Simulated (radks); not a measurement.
The neodymium ion Nd34+, 26 electrons, occupied as [Ar] 3d8.

Calculated with a radial shooting solver on a logarithmic mesh with Libxc functionals: non-relativistic Kohn-Sham, LDA (Slater exchange, Perdew-Wang correlation), spin-unpolarised, spherical densities, point nucleus; relativity is left out, which matters for an element this heavy.

Energy parts (eV):
| part | energy |
|---|---|
| total | -233016.97 |
| kinetic | 232951.32 |
| electron-nucleus | -511275.28 |
| Hartree | 49596.48 |
| exchange-correlation | -4289.50 |

Orbitals (lengths in bohr, moments of r in powers of bohr):
[
 {"orbital": "1s", "occ.": "2", "eigenvalue (eV)": "-42532.47", "<r>": "0.02531"},
 {"orbital": "2s", "occ.": "2", "eigenvalue (eV)": "-7851.325", "<r>": "0.1078"},
 {"orbital": "2p", "occ.": "6", "eigenvalue (eV)": "-7527.311", "<r>": "0.09147"},
 {"orbital": "3s", "occ.": "2", "eigenvalue (eV)": "-2675.649", "<r>": "0.2725"},
 {"orbital": "3p", "occ.": "6", "eigenvalue (eV)": "-2537.920", "<r>": "0.2610"},
 {"orbital": "3d", "occ.": "8", "eigenvalue (eV)": "-2289.769", "<r>": "0.2302"}
]

The highest occupied level is 3d at -2289.8 eV. For comparison, the ionisation energy in NIST's Atomic Spectra Database is 2321 eV (theoretical). In exact Kohn-Sham theory the highest level is minus the ionisation energy, but local and semilocal functionals leave it too shallow, through self-interaction and a potential that decays too fast; potentials with the right tail come closer. The density falls to 0.001 e/bohr^3 at r = 0.82 bohr. Summed over all electrons, <r^2> = 1.223 bohr^2, which gives a Langevin (diamagnetic) susceptibility term of -0.969 x 10^-6 cm^3/mol. The electron density at the nucleus is 1.526e+05 e/bohr^3. Virial ratio -V/T = 2.00028.

Beside tabulated values, note that spin-unpolarised runs miss the spin-polarisation part of the exchange energy of open shells.
